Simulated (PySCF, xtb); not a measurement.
silyloxysilylmethanol (CH8O2Si2), SMILES [SiH2](O[SiH3])CO.

xtb 6.7.1 with GFN2-xTB at its own geometry gives an orbital gap of 4.89 eV and a dipole moment of 2.08 D.

Geometry optimised at B3LYP-D3(BJ)/def2-SVP. One conformer was computed; it need not be the lowest.

### Question
What does PySCF with PBE/def2-TZVP give? (Estimate from the structure and the level; the computed values follow.)

### Answer
gap 4.92 eV (levels -6.04 and -1.12 eV), dipole 1.13 D.
